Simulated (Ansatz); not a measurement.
```yaml
crystal:
  periodic: [false, false, false]
  atoms:
    - {symbol: O, position_ang: [-0.959567, 0.230473, -1.603054]}
    - {symbol: W, position_ang: [0.114989, -0.111002, -0.087795]}
    - {symbol: F, position_ang: [-0.863274, -0.579759, 1.175192]}
    - {symbol: F, position_ang: [0.757859, -2.011547, -0.022387]}
    - {symbol: Cl, position_ang: [1.932608, 0.472931, -0.795194]}
    - {symbol: Cl, position_ang: [-0.378361, 1.955977, 1.155576]}
basis:
  gaussian: {orbitals: def2-TZVPP, fitting: {mean_field: def2-universal-jkfit}}
hamiltonian: {xc: {name: wPBEh}}
relax: {f_tol: 0.001, max_steps: 1}
```

```sh
$ ansatz run in.yaml --threads 4 --pin off --events-out ev --progress --plain --max-ram 10444MiB
```

(1) How does Ansatz answer? (An estimate is asked.)

Answers

(1) Computed: The calculation stopped without meeting its thresholds.
```
Functional definition: wPBEh
714 factors; integrals over basis functions are off by at most 1.6e0 eV
714 factors; integrals over basis functions are off by at most 1.8e-7 eV
mean field evaluation 1: about -34330.2378 eV, gradient 9.3e1 eV
mean field evaluation 2: about -34042.1093 eV, gradient 3.3e2 eV
mean field evaluation 4: about -34342.0580 eV, gradient 4.9e1 eV
mean field evaluation 8: about -34345.9793 eV, gradient 1.0e0 eV
mean field evaluation 16: about -34345.9847 eV, gradient 2.9e-4 eV
mean field -34345.98469032 eV, -1262.1916568246 hartree, gradient 6.0e-5 eV, S^2 0.000000; 0 other end points of the search recorded, 0 dependent functions left out
reference -34345.98472964 eV, -1262.1916582697 hartree; 37, 37 occupied and 196, 196 virtual orbitals, 714 factors
relax step   1: F+E_penalty+E_count = -34345.98469032 eV  Δ(F+E_penalty+E_count) = +0.000e0 eV  max|allowed force component| = 9.878e0 eV/Å  Δτ_max = 0.0000 Å  (33 SCF iters, accepted)
Error: geometry relaxation did not converge after 1 steps: max|allowed force component| = 9.88e0 eV/Å (threshold 1.0e-3). Raise `relax.max_steps` over both its present limit and 1, loosen `relax.f_tol`, or start from a geometry closer to equilibrium. Where this run's directory can be resumed (`checkpoint.write`), a resume goes on for up to `relax.max_steps` more
```
